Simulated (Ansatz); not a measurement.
ClGeH$_{5}$Si (`Cl[SiH2][GeH3]`). Charge 0, multiplicity 1. All single points use the PBE0-D4/def2-TZVP geometry.

```xyz
8

Cl   -0.473    2.211    1.334
Si   -1.000    0.445    0.407
Ge    0.954   -0.581   -0.477
H    -1.658   -0.418    1.418
H    -1.976    0.769   -0.663
H     1.617    0.350   -1.503
H     0.584   -1.904   -1.169
H     1.951   -0.872    0.655
```

What is the dipole moment at B3LYP/def2-TZVPP? (An estimate is asked.)

Computed: 1.24 D, with components (-0.19, -1.08, -0.59) D in this frame, pointing from negative to positive charge.

And with PBE, r2SCAN, ωB97M-V? (An estimate is asked.)

Ansatz gave: PBE 1.17 D, r2SCAN 1.22 D, ωB97M-V 1.25 D.

Give the Mulliken charges with B3LYP, PBE, ωB97M-V in def2-TZVPP. (Estimate.)

Computed: 
```csv
atom,B3LYP,PBE,ωB97M-V
Cl1,-0.25,-0.22,-0.22
Si2,0.34,0.27,0.26
Ge3,0.02,0.03,-0.08
H4,-0.05,-0.04,-0.01
H5,-0.05,-0.04,-0.01
H6,0.00,0.00,0.03
H7,-0.01,0.00,0.02
H8,0.00,0.00,0.03
```

B3LYP here is the variant with VWN-RPA as its local correlation; programs differ in this.
